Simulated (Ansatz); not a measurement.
Reaction (ligand exchange at a Ge–O bond): `[F][Ge]([F])([F])[O][SiH3]` + HCl → `[F][Ge]([F])([F])[Cl]` + `O[SiH3]`

Program: Ansatz. Geometries: PBE0-D4/def2-TZVP. ΔE: electronic, gas phase. CCSD(T)/CBS is the MP2 limit (def2-TZVPP, def2-QZVPP) plus CCSD(T) − MP2 in def2-TZVPP, frozen cores. This one scheme is used for every species. Functionals use def2-TZVPP. B3LYP here is the variant with VWN-RPA as its local correlation; programs differ in this. For Ge outer-core shells are correlated without core-valence functions, which leaves a few kJ/mol of doubt a bond. Scalar relativity is left out up to krypton. One conformer a species, not always the lowest.

**Question.** Is it downhill or uphill in electronic energy at CCSD(T)/CBS, and by how much? (An estimate is asked.)

**Answer.** Ansatz gave: Downhill: ΔE = -7.2 kJ/mol.

**Question.** What do these levels give: r2SCAN0-D4, PBE-QIDH, B3LYP, HF/def2-SVP, CCSD/def2-TZVPP, CCSD/CBS(def2)? (Best estimate.)

**Answer.** Computed: r2SCAN0-D4 -14.0, PBE-QIDH -12.4, B3LYP -16.1, HF/def2-SVP 2.5, CCSD/def2-TZVPP -2.8, CCSD/CBS(def2) -5.9 kJ/mol.

Largest T1 diagnostic among the species: 0.012.

Leaving LDA and LC-ωPBE aside and taking each functional with its dispersion term where it has one, the values, not all of them listed here, spread over 15.1 kJ/mol, from PBE-D4 to BHLYP-D4. LDA lies +4.5 kJ/mol from PBE without D4. From PBE to PBE0 (25 % exact exchange), in def2-TZVPP and without D4, ΔE moves by +4.3 kJ/mol.
